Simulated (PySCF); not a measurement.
TiOCl₂, SMILES [O]=[Ti]([Cl])[Cl], multiplicity 1.

Geometry: TPSSh-D3(BJ)/def2-SVP. The spin state was assumed, not searched.

Computed with TPSSh-D3(BJ)/def2-SVP run with PySCF.

Frequencies are harmonic and unscaled.

```json
[
 {"mode": "1", "ν (cm⁻¹)": "33", "IR (km/mol)": "65.3", "Raman (Å⁴/amu)": "0.3", "depolarisation": "0.61", "moving atoms (share of kinetic energy)": "Ti 56 %, Cl 22 %, O 22 %"},
 {"mode": "2", "ν (cm⁻¹)": "117", "IR (km/mol)": "7.1", "Raman (Å⁴/amu)": "4.2", "depolarisation": "0.75", "moving atoms (share of kinetic energy)": "Cl 61 %, Ti 26 %, O 13 %"},
 {"mode": "3", "ν (cm⁻¹)": "215", "IR (km/mol)": "0.0", "Raman (Å⁴/amu)": "3.3", "depolarisation": "0.75", "moving atoms (share of kinetic energy)": "O 70 %, Cl 28 %"},
 {"mode": "4", "ν (cm⁻¹)": "385", "IR (km/mol)": "20.1", "Raman (Å⁴/amu)": "12.3", "depolarisation": "0.13", "moving atoms (share of kinetic energy)": "Cl 80 %, Ti 15 %"},
 {"mode": "5", "ν (cm⁻¹)": "519", "IR (km/mol)": "158.6", "Raman (Å⁴/amu)": "0.2", "depolarisation": "0.75", "moving atoms (share of kinetic energy)": "Ti 61 %, Cl 37 %"},
 {"mode": "6", "ν (cm⁻¹)": "1119", "IR (km/mol)": "191.9", "Raman (Å⁴/amu)": "22.6", "depolarisation": "0.10", "moving atoms (share of kinetic energy)": "O 74 %, Ti 26 %"}
]
```
